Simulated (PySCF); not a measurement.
Computed with PBE0-D4/def2-TZVP run with PySCF. Gas-phase values, no solvent. One relaxed conformer stands for a flexible species; it need not be the lowest. Delta-SCF ions had no search for a lower state. Excitations are Tamm–Dancoff values on a coarser integration grid. The basis has no diffuse functions, so Rydberg states are missing or too high.

Reference species (SMILES): `[SiH3]O[SiH2]Cl` (Si–O–Si–Cl torsion 41°) (neutral, multiplicity 1).

| Item | Value |
|---|---|
| vertical ionisation energy (Delta-SCF) | 10.76 eV |
| HOMO–LUMO gap | 8.68 eV |
| T1 excitation (TDA) | 6.96 eV |

After one change: the vertical ionisation energy (Delta-SCF) drops by 0.27 eV; the HOMO–LUMO gap is nearly the same; the T1 excitation (TDA) falls by 0.29 eV.

Q: Name the change that produced these shifts. The new species is one of these.
A. `OC[SiH2]Cl` (H–O–C–Si torsion -176°, O–C–Si–Cl torsion 67°)
B. `CC(=O)[SiH2]Cl` (O–C–Si–Cl torsion 180°)
C. `S=C[SiH2]Cl` (S–C–Si–Cl torsion 180°)
D. `[C-]#[N+][SiH2]Cl`

A: A, `OC[SiH2]Cl` (H–O–C–Si torsion -176°, O–C–Si–Cl torsion 67°)
